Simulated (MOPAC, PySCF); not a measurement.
[Zn(NH2)2], neutral singlet in the gas phase. 

Cartesian coordinates (Å):
```xyz
7

Zn     0.0025     0.0011    -0.0006
N      0.3083     0.2121     1.7909
H      1.3030     0.2513     2.0497
H     -0.1038    -0.5258     2.3776
N     -0.5640    -0.1253    -1.7360
H      0.0496    -0.6862    -2.3418
H     -0.6697     0.7820    -2.2097
```
Charge 0, spin multiplicity 1.

All levels are single points at this geometry (PBE-D3(BJ)/def2-SVP); Pople sets use spherical d functions. Orbital energies aren't observables, and empty levels follow the basis.

| level | HOMO (eV) | LUMO (eV) | gap (eV) | dipole (D) | vertical IE, Delta-SCF (eV) |
|---|---|---|---|---|---|
| PBE-D3(BJ)/def2-TZVP in PySCF | -5.53 | -1.22 | 4.31 | 1.50 | – |
| TPSSh-D3(BJ)/def2-TZVP in PySCF | -6.09 | -0.74 | 5.35 | 1.57 | – |
| B3LYP/3-21G in PySCF | -5.91 | -0.43 | 5.48 | 1.99 | – |
| B3LYP/6-311+G** (LANL2DZ on Zn) in PySCF | -6.52 | -0.88 | 5.64 | 1.88 | – |
| B3LYP/6-31G* (LANL2DZ on Zn) in PySCF | -6.08 | -0.43 | 5.65 | 1.87 | 8.46 |
| M06-2X/6-31G* (LANL2DZ on Zn) in PySCF | -7.70 | 0.51 | 8.21 | 2.01 | – |
| PBE/6-31G* (LANL2DZ on Zn) in PySCF | -4.96 | -0.95 | 4.00 | 1.76 | – |
| SVWN5/6-31G* (LANL2DZ on Zn) in PySCF | -5.13 | -1.15 | 3.98 | 1.83 | – |
| HF/3-21G in PySCF | -9.64 | 1.95 | 11.60 | 2.51 | – |
| HF/STO-3G in PySCF | -4.09 | 6.76 | 10.85 | 0.99 | – |
| AM1 in MOPAC | -9.52 | 1.19 | 10.71 | 2.19 | – |
| PM6 in MOPAC | -9.38 | 0.04 | 9.41 | 2.33 | – |
| PM7 in MOPAC | -8.72 | 1.92 | 10.64 | 3.05 | – |
